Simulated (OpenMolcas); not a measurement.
Ta3+: moving or changing the point charges

Ta3+ among 6 point charges of -1.7 e arranged as an octahedron (Oh), 2.12 Å from the ion.
```
   2.1200    0.0000    0.0000  -1.70
   0.0000    2.1200    0.0000  -1.70
  -2.1200    0.0000    0.0000  -1.70
   0.0000   -2.1200    0.0000  -1.70
   0.0000    0.0000    2.1200  -1.70
   0.0000    0.0000   -2.1200  -1.70
```

| Property | Result |
| --- | --- |
| Program | OpenMolcas 26.06 |
| Method | SS-CASPT2, IPEA 0.25 Eh, imaginary shift 0.1 Eh (closed shells correlated: 4f 5s 5p) |
| Basis | ANO-RCC-VTZP [8s7p5d3f2g1h] |
| Scalar Hamiltonian | DKH2, point nucleus |
| Active space | 2 electrons in 5 orbitals (5d) |
| State averaging | 2S+1 = 3 even, 10 roots; 2S+1 = 1 even, 15 roots |
| Spin-orbit coupling | state interaction with AMFI integrals over the reference wave functions |

Runs around this geometry, states (labels of O, the rotations of Oh). Energies in cm-1 above the lowest state or level, χT in cm3 K/mol; under a threefold ground state the first gap can be a small split of the lowest multiplet, not the spin-orbit step; 10Dq and B are least-squares fits to the states below 45000 cm-1, weighted by degeneracy, with a free offset, and given where the rms deviation is under 5 % of |10Dq| (or 100 cm-1) and under 700 cm-1.

```
R (Å)  q (e)  Ground state  First state of that spin   10Dq  B (rms of fit)  First gap with spin-orbit (degeneracies)  χT at 300 K  First state of another spin
 2.12  -0.85           3T1                  3T2 6160   7448       616 (282)                                690 (2, 3)        0.087                     1T2 7790
 2.12   -1.7           3T1                 3T2 13540  15459       548 (398)                                430 (2, 3)        0.081                     1T2 7290
 2.27   -1.7           3T1                  3T2 9270  11083       590 (341)                                570 (2, 3)        0.074                     1T2 7600
```

Taking |10Dq| as R^-n, n = -ln(11083 / 15459) / ln(2.27 / 2.12) = 4.9 between the shortest and longest distance. The point-charge formula for a cubic d site gives n = 5.

Scaling the charges by -0.85 / -1.7 = 0.50 scales |10Dq| by 7448 / 15459 = 0.48; with fixed orbitals a first-order splitting would follow the charge.

Roots that are degenerate in the reference are averaged as groups; the widest CASPT2 spread within a group is 350 cm-1 (the 3-fold group of multiplicity 1 near 22400 cm-1 above the lowest state of its run, R = 2.12, q = -1.7). Shifts and gaps below about the spread of the groups concerned are not significant. An orbital triplet at a regular site is open to Jahn-Teller coupling, which can distort the site and quench the lowest spin-orbit gaps and is left out. Free-ion shares, where given, are those of the reference states; single-state CASPT2 does not remix them. This field is weak: 10Dq is about 7448 cm-1, while octahedral complexes of 5d ions of charge 3 and more, computed by the same method with explicit ligands, had a median near 35000 cm-1. Ground spin and moment need not be those of a real site (figures for R = 2.12, q = -0.85; the like holds for R = 2.12, q = -1.7, R = 2.27, q = -1.7). This is an electrostatic model: the charges have no orbitals. No measured value stands beside these numbers.
